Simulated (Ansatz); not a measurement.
`C[SiH2]C[SiH2]O` + HCl → `C[SiH2]C[SiH2]Cl` + H₂O  (ligand exchange at the Si–O bond)

Program: Ansatz. Geometries: PBE0-D4/def2-TZVP. ΔE: electronic, gas phase. CBS: MP2 limit from def2 TZ/QZ plus the TZ coupled-cluster correction, frozen cores. This one scheme is used for every species. Functionals use def2-TZVPP. B3LYP here is the variant with VWN-RPA as its local correlation; programs differ in this. Each species was taken in one conformer, which may not be the lowest.

```json
{"level": "B3LYP-D4", "ΔE (kJ/mol)": "-9.5"}
{"level": "HF/def2-QZVPP", "ΔE (kJ/mol)": "-6.3"}
{"level": "MP2/def2-QZVPP", "ΔE (kJ/mol)": "-14.7"}
{"level": "SCS-MP2/def2-QZVPP", "ΔE (kJ/mol)": "-11.4"}
```

(1) What does CCSD(T)/CBS give? (An estimate is asked.)

Largest T1 diagnostic among the species: 0.011.

## Answers

(1) Computed: -13.3 kJ/mol. The listed levels differ from it by 3.8, 7.0, -1.4, 1.9 kJ/mol.
